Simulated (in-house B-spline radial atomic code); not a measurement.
P8+: [He] 2s2 2p3

Computed with an all-electron radial atomic-structure program (B-spline basis): non-relativistic BHandHLYP, spin-polarised, spherical fractional occupations, exact exchange averaged over the configuration, point nucleus.

Z_r = [3n² - l(l+1)]/(2<r>); Z_e = n√(-2ε); the last column is Slater's effective charge. Values are occupation-weighted means over spin.

```json
{"shell": "1s", "electrons": "2", "ε (eV)": "-2391.4", "<r> (bohr)": "0.1035", "Z_r": "14.49", "Z_e": "13.26", "Slater": "14.70"}
{"shell": "2s", "electrons": "2", "ε (eV)": "-394.33", "<r> (bohr)": "0.4785", "Z_r": "12.54", "Z_e": "10.77", "Slater": "11.90"}
{"shell": "2p", "electrons": "3", "ε (eV)": "-361.36", "<r> (bohr)": "0.4228", "Z_r": "11.83", "Z_e": "10.31", "Slater": "11.90"}
```

The least bound orbital is 2p up at -361.4 eV, while the most diffuse is 2s down (<r> = 0.4831 bohr against 0.4228 bohr): energy order and size order differ.

The density falls to 0.001 bohr⁻³ at 1.394 bohr; Σ<r²> = 1.2223 bohr² gives, by the non-relativistic formula and without the paramagnetism of open shells, a Langevin diamagnetic susceptibility of -0.9681×10⁻⁶ cm³/mol.
